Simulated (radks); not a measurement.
Results of a calculation; reference values are marked as such.
Q: These are the eigenvalues of the occupied orbitals of an atom or ion with whole-number occupations (hartree). Code: a radial shooting solver on a logarithmic mesh with Libxc functionals. Model: Dirac Kohn-Sham, PBE, spin-unpolarised, spherical densities, point nucleus.

1s1/2: -974.2088
2s1/2: -144.5928
2p1/2: -134.6037
2p3/2: -127.5308
3s1/2: -26.95063
3p1/2: -22.94851
3p3/2: -21.68536
3d3/2: -14.60563
3d5/2: -14.34896
4s1/2: -3.88993
4p1/2: -2.60745
4p3/2: -2.39346
4d3/2: -0.44659
4d5/2: -0.42100
5s1/2: -0.20800

Which element is it, and in what charge state? The configuration may be excited. Open shells, if any, fill j = l - 1/2 first.

A: Z = 48, cadmium, charge 0: Cd in [Kr] 4d10 5s2. The list shows which subshells hold electrons but not how many an open one holds; the 1s level, -974.21 hartree, gives Z - s = 44.1 by -(Z - s)^2/2, which with screening and relativity narrows Z to a few neighbours, and the depths of the outer levels then fix element, charge and occupations together.
